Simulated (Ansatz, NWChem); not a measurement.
## CH6O3Sn (SMILES C[Sn](O)(O)O): methods side by side

The runs start from one conformer, not always the lowest.

CH6O3Sn, singlet, SMILES `C[Sn](O)(O)O`. Each level relaxes the structure for itself.

Each level gives the highest harmonic wavenumber at each level's own minimum (cm⁻¹). The values are calculated.

| level | kind | program | value (cm⁻¹) |
| --- | --- | --- | --- |
| HF/STO-3G | Hartree–Fock | Ansatz | 4236 |
| HF/3-21G | Hartree–Fock | Ansatz | 3971 |
| PBE/def2-SVP (core potential) | GGA | Ansatz | 3698 |
| B3LYP-D3(BJ)/6-31G*/LANL2DZ (core potential, spherical functions) | global hybrid | NWChem | 3789 |
| PBE0-D4/def2-TZVP (core potential) | global hybrid | Ansatz | 3885 |

All-electron rows without a relativistic Hamiltonian named are non-relativistic, while core potentials hold scalar relativity, so basis and relativity change together. Harmonic and unscaled. The values span 3698 to 4236 cm⁻¹.
